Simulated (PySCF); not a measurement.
Computed shifts of a molecule C₃H₈O₂Si, PBE/pcSseg-1 in PySCF, GIAO, gas phase, equivalent atoms averaged, in ppm (number of nuclei): ²⁹Si: -23.1 (1). ¹³C: 145.3 (1), 144.8 (1), 56.4 (1). ¹H: 6.60 (1), 6.52 (1), 6.38 (1), 5.19 (1), 4.14 (3), 1.38 (1). References: ²⁹Si against TMS (σ = 335.4 ppm); ¹⁷O against H2O (σ = 334.3 ppm); ¹³C against TMS (σ = 182.0 ppm); ¹H against TMS (σ = 31.49 ppm), references at their B3LYP-D3(BJ)/def2-TZVP geometries, non-relativistic. Geometry optimised at PBE0-D3(BJ)/def2-SVP. One conformer was computed; it need not be the lowest.

Problem. Identify the compound among the candidates.
(A) CO[C@@H]([SiH3])C=O
(B) C=C(OC)[SiH2]O
(C) O[Si@H]1CCOC1
(D) C=C[SiH](O)OC

Solution. D, C=C[SiH](O)OC
